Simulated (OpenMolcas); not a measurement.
Fe2+ among 6 point charges of -1 e arranged as a tetragonal octahedron (D4h), 1.65 Å from the ion, with the axial distance 1.947 Å. The active orbitals were held to one l.
```
   1.6500    0.0000    0.0000  -1.00
   0.0000    1.6500    0.0000  -1.00
  -1.6500    0.0000    0.0000  -1.00
   0.0000   -1.6500    0.0000  -1.00
   0.0000    0.0000    1.9470  -1.00
   0.0000    0.0000   -1.9470  -1.00
```

- Program: OpenMolcas
- Method: CASSCF
- Basis: ANO-RCC-VTZP [6s5p3d2f1g]
- Scalar Hamiltonian: DKH2, point nucleus
- Active space: 6 electrons in 5 orbitals (3d)
- State averaging: 2S+1 = 5 even, 5 roots; 2S+1 = 3 even, 45 roots; 2S+1 = 1 even, 50 roots
- Spin-orbit coupling: RASSI with atomic mean-field integrals over the reference wave functions

(1) What is the spin-free ground state (labels of D4, the rotations of D4h)?

(2) Where is the first state of the same spin?

(3) What are the lowest two levels with spin-orbit coupling?

(4) What is χT at 300 K, and how does it compare with the textbook value?

Results:

(1) 5E, 2-fold in its orbital part, 100 % from free-ion D terms; it has the highest spin that d6 allows.

(2) 5B2 at 2740 cm-1 above the ground state.

(3) A 2-fold level E with g = 0.00, 0.00, 9.98, then a 1-fold level B2 69.6 cm-1 above it. Their leading multiplicities are 5 (100 %) and 5 (100 %).

(4) The lowest level has 2S+1 = 5, for which the spin-only value is χT = S(S+1) / 2 = 3.000 cm3 K/mol (g = 2). The computed 3.839 at 300 K differs by +0.839, through orbital momentum, spin-orbit coupling and any other state in reach.

An orbital doublet at a regular site is open to a Jahn-Teller distortion, which this geometry leaves out. Without dynamic correlation the repulsion within the d shell is too large (B by tens of per cent), so at a given field states of lower spin stand too high. Point charges carry no covalency, so the field is a model and not that of real ligands. No measured value stands beside these numbers.

With an even number of electrons the g values are those of a degenerate or nearly degenerate non-Kramers pair.
